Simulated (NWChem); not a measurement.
System: C4H4ClF; SMILES C=C(F)C(=C)Cl

Input file for NWChem:

```
start job
memory heap 200 mb stack 900 mb global 1100 mb
geometry units angstroms noautoz
  C     -1.671274     1.017451     0.000000
  C     -0.339564     0.953882     0.000000
  F      0.384264     2.077758     0.000000
  C      0.504700    -0.247547     0.000000
  C      1.841273    -0.203868     0.000000
  Cl    -0.334346    -1.764608     0.000000
  H     -2.167929     1.988389     0.000000
  H     -2.263666     0.104825     0.000000
  H      2.347355     0.762050     0.000000
  H      2.435972    -1.117753     0.000000
end
basis spherical
  * library def2-svp
end
dft
  xc xpbe96 cpbe96
  iterations 150
  mulliken
end
task dft energy
```

NWChem printed, in part:

```
             Northwest Computational Chemistry Package (NWChem) 7.3.0
             --------------------------------------------------------

 CS  symmetry detected

                             Geometry "geometry" -> ""
                             -------------------------

 Output coordinates in angstroms (scale by  1.889725989 to convert to a.u.)

  No.       Tag          Charge          X              Y              Z
 ---- ---------------- ---------- -------------- -------------- --------------
    1 C                    6.0000    -1.67362028     1.02593918     0.00000000
    2 C                    6.0000    -0.34192216     0.96212166     0.00000000
    3 F                    9.0000     0.38211556     2.08586256     0.00000000
    4 C                    6.0000     0.50211762    -0.23946487     0.00000000
    5 C                    6.0000     1.83869874    -0.19603530     0.00000000
    6 Cl                  17.0000    -0.33721148    -1.75636927     0.00000000
    7 H                    1.0000    -2.17009407     1.99696984     0.00000000
    8 H                    1.0000    -2.26618258     0.11342374     0.00000000
    9 H                    1.0000     2.34496099     0.76978824     0.00000000
   10 H                    1.0000     2.43322719    -1.11003127     0.00000000

 Effective nuclear repulsion energy (a.u.)     271.2669672636

      Symmetry information
      --------------------

 Group name             Cs
 Group number              2
 Group order               2
 No. of unique centers    10

  pbe96 is a nonlocal functional; adding pw91lda local functional.

                                 NWChem DFT Module
                                 -----------------

 Summary of "ao basis" -> "ao basis" (spherical)
 ------------------------------------------------------------------------------
       Tag                 Description            Shells   Functions and Types
 ---------------- ------------------------------  ------  ---------------------
 C                          def2-svp                 6       14   3s2p1d
 F                          def2-svp                 6       14   3s2p1d
 Cl                         def2-svp                 8       18   4s3p1d
 H                          def2-svp                 3        5   2s1p

      Symmetry analysis of basis
      --------------------------

        a'         79
        a"         29

            General Information
            -------------------
          SCF calculation type: DFT
          Wavefunction type:  closed shell.
          No. of atoms     :    10
          No. of electrons :    54
           Alpha electrons :    27
            Beta electrons :    27
          Charge           :     0
          Spin multiplicity:     1
          Use of symmetry is: on ; symmetry adaption is: on
          Maximum number of iterations: 150
          AO basis - number of functions:   108
                     number of shells:    50
          Convergence on energy requested:  1.00D-06
          Convergence on density requested:  1.00D-05
          Convergence on gradient requested:  5.00D-04

              XC Information
              --------------
          PerdewBurkeErnzerhof Exchange Functional  1.000
            Perdew 1991 LDA Correlation Functional  1.000 local
           PerdewBurkeErnz. Correlation Functional  1.000 non-local

             Grid Information
             ----------------
          Grid used for XC integration:  medium
          Radial quadrature: Mura-Knowles
          Angular quadrature: Lebedev.
          Tag              B.-S. Rad. Rad. Pts. Rad. Cut. Ang. Pts.
          ---              ---------- --------- --------- ---------
          C                   0.70       49          12.0       434
          F                   0.50       49          10.0       434
          Cl                  1.00       88          11.0       590
          H                   0.35       45          13.0       434
          Grid pruning is: on
          Number of quadrature shells:   513
          Spatial weights used:  Erf1

      Superposition of Atomic Density Guess
      -------------------------------------

 Sum of atomic energies:        -711.11238872

      Non-variational initial energy
      ------------------------------

 Total energy =    -714.049588
 1-e energy   =   -1517.159689
 2-e energy   =     531.843134
 HOMO         =      -0.267539
 LUMO         =      -0.028631

      Symmetry analysis of molecular orbitals - initial
      -------------------------------------------------

  Numbering of irreducible representations:

     1 a'          2 a"

  Orbital symmetries:

     1 a'          2 a'          3 a'          4 a'          5 a'
     6 a'          7 a'          8 a'          9 a'         10 a"
    11 a'         12 a'         13 a'         14 a'         15 a'
    16 a'         17 a'         18 a"         19 a'         20 a'
    21 a'         22 a'         23 a"         24 a'         25 a'
    26 a"         27 a"         28 a"         29 a'         30 a"
    31 a'         32 a'         33 a'         34 a'         35 a'
    36 a'         37 a'

     ---------------------------------------------
      Total Density - Mulliken Population Analysis
     ---------------------------------------------

    Atom       Charge   Shell Charges
 -----------   ------   -------------------------------------------------------
    1 C    6     6.38   1.99  0.97  0.28  2.08  1.04  0.02
    2 C    6     5.42   1.99  0.93  0.17  1.63  0.63  0.08
    3 F    9     9.37   1.99  1.14  0.77  3.43  2.04  0.01
    4 C    6     5.85   1.99  0.95  0.18  1.72  0.96  0.05
    5 C    6     6.23   1.99  0.97  0.27  2.04  0.94  0.02
    6 Cl  17    17.18   2.00  1.99  1.22  0.71  5.94  2.11  3.18  0.02
    7 H    1     0.89   0.66  0.20  0.03
    8 H    1     0.89   0.66  0.20  0.03
    9 H    1     0.90   0.66  0.21  0.03
   10 H    1     0.90   0.66  0.21  0.03

   convergence    iter        energy       DeltaE   RMS-Dens  Diis-err
 ---------------- ----- ----------------- --------- --------- ---------
 d= 0,ls=0.0,diis     1   -713.9020959469 -9.85D+02  1.70D-02  9.85D-01
 d= 0,ls=0.0,diis     2   -713.6582879477  2.44D-01  1.25D-02  3.09D+00
 d= 0,ls=0.0,diis     3   -713.9910398608 -3.33D-01  3.78D-03  1.32D-01
 d= 0,ls=0.0,diis     4   -714.0024491471 -1.14D-02  1.70D-03  4.92D-02
 d= 0,ls=0.0,diis     5   -714.0086641885 -6.22D-03  4.69D-04  2.38D-03
  Resetting Diis
 d= 0,ls=0.0,diis     6   -714.0087985437 -1.34D-04  2.41D-04  8.43D-04
 d= 0,ls=0.0,diis     7   -714.0089208469 -1.22D-04  2.06D-04  5.78D-05
 d= 0,ls=0.0,diis     8   -714.0088661591  5.47D-05  1.56D-04  4.27D-04
 d= 0,ls=0.0,diis     9   -714.0089280412 -6.19D-05  2.13D-05  5.66D-06
 d= 0,ls=0.0,diis    10   -714.0089288533 -8.12D-07  4.27D-06  3.23D-07

         Total DFT energy =     -714.008928853343
      One electron energy =    -1520.502313991761
           Coulomb energy =      596.553652711226
    Exchange-Corr. energy =      -61.327234836383
 Nuclear repulsion energy =      271.266967263574

 Numeric. integr. density =       53.999999968376

                  Occupations of the irreducible representations
                  ----------------------------------------------

                     irrep           alpha         beta
                     --------     --------     --------
                     a'               22.0         22.0
                     a"                5.0          5.0

                       DFT Final Molecular Orbital Analysis
                       ------------------------------------

 Vector   25  Occ=2.000000D+00  E=-2.763943D-01  Symmetry=a'
              MO Center= -2.5D-01, -1.4D+00, -4.8D-16, r^2= 2.3D+00
   Bfn.  Coefficient  Atom+Function         Bfn.  Coefficient  Atom+Function
  ----- ------------  ---------------      ----- ------------  ---------------
    81      0.538377   6 Cl px               78      0.403938   6 Cl px
    82     -0.287246   6 Cl py               75      0.233469   6 Cl px
    79     -0.218462   6 Cl py               17      0.127312   2 C  s
    76     -0.126301   6 Cl py               32      0.111333   3 F  px
    60      0.104388   5 C  px               46     -0.103044   4 C  px

 Vector   26  Occ=2.000000D+00  E=-2.526932D-01  Symmetry=a"
              MO Center= -2.2D-01, -2.2D-01,  6.9D-16, r^2= 3.8D+00
   Bfn.  Coefficient  Atom+Function         Bfn.  Coefficient  Atom+Function
  ----- ------------  ---------------      ----- ------------  ---------------
    83      0.455091   6 Cl pz               80      0.329354   6 Cl pz
    34     -0.262912   3 F  pz               20     -0.260007   2 C  pz
     6     -0.234430   1 C  pz               37      0.193475   3 F  pz
    77      0.190119   6 Cl pz               48     -0.187328   4 C  pz
    62     -0.174260   5 C  pz                9     -0.148333   1 C  pz

 Vector   27  Occ=2.000000D+00  E=-2.213392D-01  Symmetry=a"
              MO Center=  1.5D-02,  3.2D-01,  8.7D-16, r^2= 4.0D+00
   Bfn.  Coefficient  Atom+Function         Bfn.  Coefficient  Atom+Function
  ----- ------------  ---------------      ----- ------------  ---------------
     6      0.348928   1 C  pz               62     -0.343899   5 C  pz
     9      0.269288   1 C  pz               65     -0.262066   5 C  pz
    20      0.230692   2 C  pz               48     -0.213163   4 C  pz
    83      0.211002   6 Cl pz               34      0.149894   3 F  pz
    80      0.141968   6 Cl pz               37     -0.117517   3 F  pz

 Vector   28  Occ=0.000000D+00  E=-7.783193D-02  Symmetry=a"
              MO Center=  2.6D-01,  2.7D-01,  5.7D-17, r^2= 4.0D+00
   Bfn.  Coefficient  Atom+Function         Bfn.  Coefficient  Atom+Function
  ----- ------------  ---------------      ----- ------------  ---------------
    65      0.466337   5 C  pz               62      0.385602   5 C  pz
     9      0.383539   1 C  pz               51     -0.348389   4 C  pz
     6      0.339329   1 C  pz               48     -0.308868   4 C  pz
    20     -0.255471   2 C  pz               23     -0.223441   2 C  pz
    83      0.155140   6 Cl pz               34     -0.095862   3 F  pz

 Vector   29  Occ=0.000000D+00  E= 4.476969D-03  Symmetry=a'
              MO Center=  2.8D-01, -8.5D-01,  1.1D-17, r^2= 3.2D+00
   Bfn.  Coefficient  Atom+Function         Bfn.  Coefficient  Atom+Function
  ----- ------------  ---------------      ----- ------------  ---------------
    82      0.709226   6 Cl py               74      0.565187   6 Cl s
    50      0.546231   4 C  py               45     -0.522633   4 C  s
   105      0.513498  10 H  s                47      0.412083   4 C  py
    81      0.378988   6 Cl px               44     -0.341625   4 C  s
    49      0.308641   4 C  px               79      0.265798   6 Cl py

 Vector   30  Occ=0.000000D+00  E= 3.214816D-02  Symmetry=a"
              MO Center= -9.9D-02,  4.4D-01, -6.7D-16, r^2= 3.2D+00
   Bfn.  Coefficient  Atom+Function         Bfn.  Coefficient  Atom+Function
  ----- ------------  ---------------      ----- ------------  ---------------
    23      0.637117   2 C  pz               51     -0.599989   4 C  pz
    20      0.501887   2 C  pz                9     -0.467850   1 C  pz
    48     -0.414049   4 C  pz               65      0.395547   5 C  pz
     6     -0.253917   1 C  pz               62      0.200576   5 C  pz
    83      0.194885   6 Cl pz               34      0.177787   3 F  pz

     ---------------------------------------------
      Total Density - Mulliken Population Analysis
     ---------------------------------------------

    Atom       Charge   Shell Charges
 -----------   ------   -------------------------------------------------------
    1 C    6     6.09   1.98  0.90  0.24  2.10  0.83  0.02
    2 C    6     5.78   1.98  0.94  0.11  2.03  0.64  0.08
    3 F    9     9.15   1.99  1.14  0.76  3.34  1.91  0.01
    4 C    6     6.09   1.99  0.96  0.14  2.06  0.90  0.05
    5 C    6     5.99   1.98  0.91  0.24  2.08  0.75  0.02
    6 Cl  17    17.07   2.00  1.98  1.28  0.68  5.93  2.17  3.00  0.04
    7 H    1     0.95   0.73  0.20  0.02
    8 H    1     0.96   0.73  0.20  0.03
    9 H    1     0.96   0.73  0.20  0.02
   10 H    1     0.96   0.73  0.20  0.02

     -------------------------------------------
      Total Density - Lowdin Population Analysis
     -------------------------------------------

    Atom       Charge   Shell Charges
 -----------   ------   -------------------------------------------------------
    1 C    6     6.09   1.97  0.60  0.32  1.90  1.24  0.06
    2 C    6     5.96   1.96  0.62  0.28  1.85  1.05  0.19
    3 F    9     9.03   1.98  1.02  0.73  3.21  2.09  0.01
    4 C    6     6.15   1.97  0.65  0.31  1.89  1.22  0.12
    5 C    6     6.06   1.97  0.61  0.32  1.88  1.22  0.06
    6 Cl  17    16.86   2.00  1.95  1.04  0.76  5.82  2.27  2.97  0.04
    7 H    1     0.96   0.62  0.27  0.07
    8 H    1     0.97   0.62  0.27  0.07
    9 H    1     0.96   0.62  0.27  0.07
   10 H    1     0.96   0.62  0.27  0.07

     Multipole analysis of the density
     ---------------------------------

     L   x y z        total         alpha         beta         nuclear
     -   - - -        -----         -----         ----         -------
     0   0 0 0     -0.000000    -27.000000    -27.000000     54.000000

     1   1 0 0      0.050269      0.025134      0.025134     -0.000000
     1   0 1 0     -0.011160     -0.005580     -0.005580      0.000000
     1   0 0 1     -0.000000     -0.000000     -0.000000      0.000000

     2   2 0 0    -27.206538   -127.549933   -127.549933    227.893328
     2   1 1 0     -0.956366      5.601061      5.601061    -12.158488
     2   1 0 1     -0.000000     -0.000000     -0.000000      0.000000
     2   0 2 0    -31.084261   -211.716900   -211.716900    392.349539
     2   0 1 1      0.000000      0.000000      0.000000      0.000000
     2   0 0 2    -31.928425    -15.964213    -15.964213      0.000000
```

Level: PBE/def2-SVP. Geometry: optimised at PBE0/def2-SVP.
